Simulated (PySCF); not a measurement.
Computed IR spectrum (relative IR intensity) of a molecule C6H6O. Geometry optimised at PBE0-D3(BJ)/def2-SVP. One conformer was computed; it need not be the lowest. These are PBE0-D3(BJ)/def2-SVP run with PySCF 2.14.0 values and carry that method's errors. Frequencies are harmonic and unscaled.

```tsv
ν (cm⁻¹)	relative intensity
114	3.5
287	2.2
616	3.5
650	19
790	11
802	9.9
947	11
966	8.5
982	6.2
1085	14
1131	12
1282	10
1305	14
1358	23
1402	3.8
1426	4.0
1665	2.8
1741	14
1892	100
3065	2.5
3245	3.4
```

### Question
Which molecule gave these data?
A. C=C=C1C=CCO1
B. C#C/C=C1/CCO1
C. C=C1C=CCC1=O
D. C#CC=C1COC1

### Answer
C, C=C1C=CCC1=O
